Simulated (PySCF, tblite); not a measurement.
Compound: C₄H₁₅NOSi₃.
Cartesian coordinates in Å at the GFN2-xTB level; atoms count from 1:
```
atom  x, y, z in Å
C1     3.0842    1.6335    0.2312
C2     2.1150    0.7408    0.3482
Si3    1.6588   -0.5212   -0.9725
N4     0.1304   -1.2789   -0.5767
Si5   -0.0441   -2.9342   -0.0949
Si6   -1.2870   -0.2880   -0.5685
C7    -2.2388   -0.3599    1.0724
O8    -0.6326    1.1751   -0.8463
C9    -1.3082    2.3900   -0.9162
H10    3.6977    1.6840   -0.6541
H11    3.3173    2.3535    1.0027
H12    1.5250    0.7391    1.2573
H13    2.6449   -1.6097   -0.9832
H14    1.5664    0.0798   -2.3054
H15   -0.0470   -3.0464    1.3697
H16   -1.3257   -3.4123   -0.6157
H17    1.0694   -3.6903   -0.6596
H18   -2.1826   -0.6611   -1.6763
H19   -1.6225   -0.0339    1.9068
H20   -2.5655   -1.3725    1.2834
H21   -3.1225    0.2724    1.0496
H22   -1.8909    2.5701   -0.0097
H23   -0.5674    3.1822   -1.0280
H24   -1.9861    2.4076   -1.7732
```

Jobs on this species (24 atoms, 96 electrons) with PySCF (density fitting) and tblite. Hardware of each: one thread of an Arm Neoverse V1, shared host. Times come from a shared host and carry two figures at best.

Task: Rank these jobs by wall time, shortest first.
A. PBE0/pcSseg-1; shieldings, charges and field gradients, density and orbital grids written; 249 basis functions
B. GFN2-xTB; Hessian by finite differences
C. GFN2-xTB; L-BFGS relaxation

Result: B (1.6 s), C (3.3 s), A (77 s).

All jobs:

| level and settings | work | basis functions | SCF cycles | wall time |
| --- | --- | --- | --- | --- |
| GFN2-xTB | Hessian by finite differences | – | – | 1.6 s |
| GFN2-xTB | L-BFGS relaxation | – | – | 3.3 s |
| PBE0/pcSseg-1 | shieldings, charges and field gradients, density and orbital grids written | 249 | 13 | 77 s |

Task: What do all jobs in the table cost together?

Result: About 82 s; the longest takes about 94 % of that, and about 48 times as long as the shortest.
